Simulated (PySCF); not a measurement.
**A thermochemical cycle for BBr**

r²SCAN in PySCF with def2-TZVPPD on every atom, for the lowest determinant that a PBE0 search found; no spin–orbit coupling. BBr, a singlet (closed shell), has De = 4.63 eV to neutral atoms, and BBr⁺, a doublet (σ ↑), has De = 4.10 eV to B⁺ + Br.

The adiabatic ionisation energy of BBr, between the minima, is 9.29 eV.

Question: Which ionisation energy of the B atom does this level give?

Answer: IE(B) = IE(molecule) + De(ion) − De(neutral) = 9.29 + 4.10 − 4.63 = 8.76 eV; the measured value is 8.298 eV (NIST ASD).

Spin–orbit coupling is left out. For an ion De counts to the pair picked by the measured ionisation energies or electron affinities, which need not be the lowest pair at this level. States were picked by a PBE0 search and need not be the measured ground states.
